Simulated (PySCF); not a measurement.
C3H8AlCl, SMILES [AlH]([Cl])[CH](C)C.

The structure is a stationary point at PBE0-D3(BJ)/def2-SVP. Other conformers were not sampled.

Two levels are set side by side: PBE/def2-TZVP (PySCF) and HF/def2-TZVP (PySCF). Same geometry, gas phase. Differences are taken from unrounded values.

```tsv
quantity	HF
orbital gap (eV)	11.91
highest occupied level (eV)	-10.41
lowest empty level (eV)	1.51
dipole moment (D)	1.96
mean polarisability (bohr³)	69.0
```

What does PBE give, and how far is it from HF? (An estimate is asked for; the answer gives what the named calculation found.)


```
quantity                       PBE  PBE minus HF
---------------------------  -----  ------------
orbital gap (eV)              4.26         -7.65
highest occupied level (eV)  -6.25          4.16
lowest empty level (eV)      -1.99         -3.49
dipole moment (D)             1.83         -0.13
mean polarisability (bohr³)   77.6           8.6
```

Without exact exchange PBE keeps part of each electron's self-repulsion, which lifts occupied levels and narrows the gap. Loosely held outer electrons make PBE densities more polarisable. Differences between two approximate levels are no errors against the true value.

Rough cost on one machine, each run with all the roots and properties that it gave: HF against PBE about 1/3.
